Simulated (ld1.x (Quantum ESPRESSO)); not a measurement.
**Which change was made? (Al, ultrasoft)**

Al, ultrasoft, made with ld1.x (Quantum ESPRESSO) 7.5 (PBE, non-relativistic). Core [Ne], reference 3s2 3p0 (charge +1). Waves: 3s (bound): rcut 1.65, rcutus 1.75 bohr; 3s channel at -0.1 Ry: rcut 1.65, rcutus 1.75 bohr; 3p (bound, empty): rcut 1.65, rcutus 2.15 bohr; 3p channel at 0.65 Ry: rcut 1.65, rcutus 2.15 bohr. Local part: all-electron potential smoothed inside 1.70 bohr (lloc = -1). Core correction: Bessel-smoothed model core, default radius (core density twice the valence density). Augmentation charge: PSQ, inside the norm-conserving radii.

Cutoffs, loose and tight: the cutoffs (Ry, on a coarse ladder) from which the occupation-weighted sum of valence levels, in a spherical-Bessel basis at the reference potential, stays within 10 and 1 mRy of its value at 400 Ry. They do not see the model core or the augmentation charge, which bear on the density cutoff. Test errors are all-electron minus pseudo excitation energies from the reference, over the configurations 3s2 3p1; 3s1 3p0; 3s2 3p0.5; 3s0 3p3; 3s1 3p1; 3s1 3p2; 3s2 3p1.3; variants that change the core or the reference have their own tests.

The base gives: outcome: generated; cutoff, loose: 10 Ry; cutoff, tight: 15 Ry; bound ghosts: none; largest test error (meV): -5.7.

(1) After one change the result is: outcome: generated; cutoff, loose: 6 Ry; cutoff, tight: 8 Ry; bound ghosts: none; largest test error (meV): -16. Which change was it?
A. core correction Bessel-smoothed model core inside 2.00 bohr
B. all radii but the core radius scaled by about 1.26 (s 2.20, p 2.70 bohr, rcut 2.08/2.08); local potential all-electron potential smoothed inside 2.14 bohr (lloc = -1)
C. type TM; waves now 3p (bound): rc 2.15 bohr; 3s (bound): rc 1.75 bohr; local potential the s channel
D. waves 3s (bound): rcut 1.65, rcutus 2.34 bohr; 3s channel at -0.1 Ry: rcut 1.65, rcutus 2.34 bohr

## Answers

(1) B. The others give: type TM; waves now 3p (bound): rc 2.15 bohr; 3s (bound): rc 1.75 bohr; local potential the s channel → outcome: generated; cutoff, loose: 10 Ry; cutoff, tight: 30 Ry; bound ghosts: none; largest test error (meV): -11 | core correction Bessel-smoothed model core inside 2.00 bohr → outcome: generated; cutoff, loose: 10 Ry; cutoff, tight: 15 Ry; bound ghosts: none; largest test error (meV): +16 | waves 3s (bound): rcut 1.65, rcutus 2.34 bohr; 3s channel at -0.1 Ry: rcut 1.65, rcutus 2.34 bohr → outcome: generated; cutoff, loose: 6 Ry; cutoff, tight: 6 Ry; bound ghosts: none; largest test error (meV): -2.8.
